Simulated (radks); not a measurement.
Neutral thallium, 81 electrons, occupied as [Xe] 4f14 5d10 6s1.5 6p1.5 (fractional occupations, a model configuration).

Method: scalar-relativistic Kohn-Sham, PBE, spin-polarised, spherical densities, finite nucleus; open shells are filled with parallel spins first (spin-orbit coupling, left out, can overturn this in heavy ions); Fermi nuclear charge, rms radius 5.4759 fm; computed with a radial shooting solver on a logarithmic mesh with Libxc functionals.

Energy parts (eV):
part                       energy
total                  -550774.25
kinetic                 619950.63
electron-nucleus      -1373170.32
Hartree                 212737.48
exchange-correlation    -10292.04

Orbitals (lengths in bohr, moments of r in powers of bohr; <r^-3> diverges for s and p1/2; r(90%) holds 90 % of the orbital's charge):
| orbital | occ. | eigenvalue (eV) | r(90%) | <r> | <r^-3> | <1/r> |
|---|---|---|---|---|---|---|
| 1s up | 1 | -85581.52 | 0.0299 | 0.01632 | - | 99.38 |
| 1s down | 1 | -85581.50 | 0.0299 | 0.01632 | - | 99.38 |
| 2s up | 1 | -15239.61 | 0.107 | 0.06876 | - | 23.33 |
| 2s down | 1 | -15239.61 | 0.107 | 0.06876 | - | 23.33 |
| 2p up | 3 | -13112.61 | 0.102 | 0.06235 | 28140 | 20.59 |
| 2p down | 3 | -13112.60 | 0.102 | 0.06235 | 28140 | 20.59 |
| 3s up | 1 | -3638.296 | 0.260 | 0.1776 | - | 8.650 |
| 3s down | 1 | -3638.285 | 0.260 | 0.1776 | - | 8.650 |
| 3p up | 3 | -3025.742 | 0.268 | 0.1793 | 6497 | 7.850 |
| 3p down | 3 | -3025.730 | 0.268 | 0.1793 | 6497 | 7.850 |
| 3d up | 5 | -2389.744 | 0.252 | 0.1624 | 795.2 | 7.374 |
| 3d down | 5 | -2389.735 | 0.252 | 0.1624 | 795.2 | 7.374 |
| 4s up | 1 | -812.6399 | 0.561 | 0.3917 | - | 3.719 |
| 4s down | 1 | -812.6231 | 0.561 | 0.3917 | - | 3.719 |
| 4p up | 3 | -611.7537 | 0.605 | 0.4176 | 1586 | 3.349 |
| 4p down | 3 | -611.7343 | 0.605 | 0.4176 | 1586 | 3.349 |
| 4d up | 5 | -375.8756 | 0.655 | 0.4398 | 171.0 | 3.008 |
| 4d down | 5 | -375.8529 | 0.655 | 0.4398 | 171.0 | 3.008 |
| 5s up | 1 | -131.7452 | 1.25 | 0.8773 | - | 1.550 |
| 5s down | 1 | -131.7080 | 1.25 | 0.8772 | - | 1.550 |
| 4f up | 7 | -114.8736 | 0.745 | 0.4677 | 34.16 | 2.605 |
| 4f down | 7 | -114.8476 | 0.745 | 0.4676 | 34.16 | 2.605 |
| 5p up | 3 | -76.9609 | 1.46 | 1.008 | 284.9 | 1.321 |
| 5p down | 3 | -76.9102 | 1.46 | 1.007 | 285.1 | 1.322 |
| 5d up | 5 | -16.4068 | 2.14 | 1.393 | 18.12 | 0.9468 |
| 5d down | 5 | -16.1127 | 2.11 | 1.377 | 18.47 | 0.9558 |
| 6s up | 1 | -10.5668 | 3.65 | 2.463 | - | 0.5170 |
| 6s down | 0.5 | -9.4558 | 3.63 | 2.445 | - | 0.5232 |
| 6p up | 1.5 | -3.1880 | 5.59 | 3.626 | 15.59 | 0.3487 |
| 6p down | 0 | -1.9873 | 5.72 | 3.692 | 15.31 | 0.3444 |

The highest occupied level is 6p up at -3.188 eV. The density falls to 0.001 e/bohr^3 at r = 4.71 bohr.
